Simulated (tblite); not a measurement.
Species: CH8B2OSi.
Atom-mapped SMILES: `[BH2:1][CH2:2][BH:3][O:4][SiH3:5]` (hydrogens: H6, H7 on B1; H8, H9 on C2; H10 on B3; H11, H12, H13 on Si5)

Computed with GFN2-xTB (tblite), gas phase: Langevin dynamics at 400 K from the optimised GFN2-xTB geometry, time step 0.5 fs, friction 0.01 fs⁻¹, 2000 steps. The instantaneous temperature is 2·E(kin)/(3Nk) with all 3N coordinates.

```csv
t (fs),T (K),E(pot) above start (eV),B1–C2 (Å),C2–B3 (Å),B3–O4 (Å),O4–Si5 (Å),B1–H6 (Å),B1–C2–B3–O4 (°)
0,333,0.000,1.557,1.602,1.316,1.616,1.171,-84
25,266,0.282,1.539,1.569,1.304,1.657,1.207,-92
50,247,0.418,1.535,1.562,1.312,1.626,1.197,-84
75,346,0.308,1.587,1.562,1.319,1.659,1.204,-82
100,339,0.288,1.578,1.613,1.321,1.585,1.216,-86
125,229,0.664,1.568,1.651,1.352,1.625,1.229,-93
150,404,0.571,1.516,1.545,1.296,1.613,1.222,-89
175,388,0.663,1.663,1.625,1.327,1.678,1.223,-87
200,370,0.505,1.614,1.532,1.327,1.594,1.231,-97
225,444,0.494,1.554,1.615,1.354,1.667,1.223,-114
250,343,0.530,1.507,1.662,1.311,1.557,1.246,-119
275,434,0.415,1.545,1.596,1.346,1.613,1.238,-124
300,292,0.624,1.598,1.594,1.348,1.639,1.213,-126
325,290,0.525,1.535,1.625,1.328,1.602,1.228,-114
350,321,0.457,1.549,1.568,1.316,1.618,1.197,-101
375,322,0.379,1.611,1.567,1.364,1.660,1.190,-102
400,352,0.396,1.586,1.550,1.338,1.608,1.170,-118
425,360,0.649,1.553,1.713,1.337,1.606,1.180,-108
450,399,0.535,1.528,1.586,1.327,1.640,1.164,-91
475,408,0.449,1.596,1.561,1.350,1.638,1.173,-68
500,486,0.395,1.529,1.653,1.327,1.642,1.213,-68
525,289,0.769,1.501,1.558,1.369,1.582,1.196,-51
550,466,0.579,1.573,1.570,1.355,1.592,1.197,-56
575,443,0.796,1.668,1.650,1.394,1.619,1.187,-68
600,488,0.572,1.523,1.533,1.355,1.612,1.213,-75
625,437,0.713,1.548,1.604,1.379,1.636,1.201,-85
650,413,0.827,1.608,1.586,1.304,1.601,1.201,-100
675,624,0.547,1.506,1.615,1.353,1.656,1.199,-87
700,387,0.631,1.537,1.608,1.363,1.580,1.180,-78
725,403,0.693,1.620,1.591,1.384,1.650,1.158,-90
750,430,0.550,1.547,1.577,1.293,1.588,1.108,-100
775,351,0.651,1.574,1.606,1.342,1.633,1.127,-92
800,490,0.673,1.586,1.546,1.316,1.622,1.144,-76
825,515,0.686,1.571,1.657,1.331,1.620,1.176,-57
850,588,0.812,1.559,1.658,1.283,1.570,1.194,-58
875,417,1.121,1.575,1.586,1.306,1.672,1.187,-54
900,482,0.955,1.565,1.600,1.317,1.638,1.197,-61
925,543,0.706,1.532,1.623,1.320,1.613,1.165,-64
950,309,0.863,1.550,1.578,1.334,1.624,1.175,-48
975,394,0.439,1.577,1.611,1.306,1.617,1.172,-50
1000,374,0.605,1.567,1.665,1.305,1.603,1.194,-31
```

**Question.** From 500 fs on, how do temperature and potential energy compare with equipartition?

**Answer.** The mean temperature of these 21 frames is 444 K against the target 400 K, and the mean potential energy 0.69 eV against 33 × kT/2 = 0.57 eV for 33 classical harmonic modes. For 13 atoms in a canonical ensemble the temperature itself scatters by T·√(2/(3N)) = 91 K; here its standard deviation is 82 K. The whole run lasts only 10 friction times of 100 fs, so these averages carry a wide statistical error.

**Question.** What are the kinetic and total energies of the listed frame with the highest potential energy?

**Answer.** The one at 875 fs, 1.121 eV above the start. Its kinetic energy is 3NkT/2 = 0.701 eV at 417 K, so the sum is 1.82 eV; over the listed frames the sum runs from 0.56 to 1.82 eV, since the thermostat adds and removes energy.

**Question.** How much do the listed bonds fluctuate from 500 fs on?

**Answer.** 
```csv
bond,at the start (Å),mean (Å),standard deviation (Å)
B1–C2,1.557,1.563,0.038
C2–B3,1.602,1.603,0.037
B3–O4,1.316,1.335,0.031
O4–Si5,1.616,1.618,0.026
B1–H6,1.171,1.180,0.027
```

The motion is classical and holds no zero-point motion.

The cost below is that of the whole dynamics run. Cost: about 22 s of CPU time on one thread; the machine was shared, so the figure is rough.
